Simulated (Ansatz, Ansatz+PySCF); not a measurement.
```xyz
3

O     0.0000    0.0000   -0.1556
H     0.0000    0.9804    0.6222
H     0.0000   -0.9804    0.6222
```

Basis set: 6-31G (spherical functions). Left uncorrelated: 1 orbital. Charge 0, multiplicity 1.

Computed with Ansatz (development build ahead of 0.2.0); each method stands on the lowest determinant of its kind that the runs found. Restricted open shells among the atoms or ions are ROHF, correlated in semicanonical orbitals with singles. Restricted functionals stand beside restricted open-shell atoms, which can lie above the unrestricted atoms usual in DFT and then raise those values.

(1) Give the atomization energy at this shape (free ground-state atoms in the same class of orbitals less the molecule, no zero-point energy) of singlet H₂O by PBE0 (unrestricted), PBE0 (restricted), RHF-CCSD(T), RHF-MP2, RHF, UHF.

## Answers

(1)

| method | atomization energy |
| --- | --- |
| PBE0 (unrestricted) | 154.72 kcal/mol |
| PBE0 (restricted) | 155.29 kcal/mol |
| RHF-CCSD(T) | 137.98 kcal/mol |
| RHF-MP2 | 136.26 kcal/mol |
| RHF | 70.30 kcal/mol |
| UHF | 68.99 kcal/mol |

Caution for RHF-CCSD(T), RHF-MP2: bonds are stretched, where a single reference can fail.

This basis has no polarisation functions and is too small for such energies, which can lie far from measured ones in either direction.
